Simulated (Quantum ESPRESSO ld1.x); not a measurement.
ld1.x (Quantum ESPRESSO 7.5) input

```
 &input
    zed=19.0,
    iswitch=1,
    rel=1,
    lsd=1,
    dft='PZ',
    config='[Ar]',
    verbosity='high',
    prefix='ld1',
    max_out_wfc=37,
    file_charge='ld1.rho',
 /
```

Output (excerpt):

```
     Program LD1 v.7.5 starts

     --------------------------- All-electron run ----------------------------

     scalar relativistic calculation

     atomic number is 19.00
     dft =PZ   lsd =1 sic =0 latt =0  beta=0.20 tr2=1.0E-14
     Exchange-correlation= PZ
                           (   1   1   0   0   0   0   0)
     mesh =1945 r(mesh) = 100.23937 a.u. xmin = -8.00 dx = 0.00800
     1 Ry =  13.60569312 eV, c = 137.03599908

     n l     nl                  e(Ry)          e(Ha)          e(eV)
     1 0     1S 1( 1.00)    -258.552479701    -129.276239851  -3517.7856950
     2 0     2S 1( 1.00)     -26.348005430     -13.174002715   -358.4828763
     2 1     2P 1( 3.00)     -21.039162939     -10.519581470   -286.2523945
     3 0     3S 1( 1.00)      -3.039631935      -1.519815968    -41.3562993
     3 1     3P 1( 3.00)      -1.835306005      -0.917653003    -24.9706103
     1 0     1S 2( 1.00)    -258.552479701    -129.276239851  -3517.7856950
     2 0     2S 2( 1.00)     -26.348005430     -13.174002715   -358.4828763
     2 1     2P 2( 3.00)     -21.039162939     -10.519581470   -286.2523945
     3 0     3S 2( 1.00)      -3.039631935      -1.519815968    -41.3562993
     3 1     3P 2( 3.00)      -1.835306005      -0.917653003    -24.9706103

     final scf error:  2.3E-15 reached in  28 iterations

     Etot =   -1200.788763 Ry,    -600.394381 Ha,  -16337.563415 eV
     Total magnetization:    0.00 Bohr mag.

     Ekin =    1207.198858 Ry,     603.599429 Ha,   16424.777198 eV
     Encl =   -2852.749461 Ry,   -1426.374730 Ha,  -38813.633718 eV
     Eh   =     508.099449 Ry,     254.049724 Ha,    6913.045174 eV
     Exc  =     -63.337609 Ry,     -31.668804 Ha,    -861.752068 eV
```

Run on one thread of a shared host, so times are rough (Intel(R) Xeon(R) Processor @ 2.60GHz): 0.54 s of CPU time, 1.6 s wall, 28 iterations on 1945 mesh points.
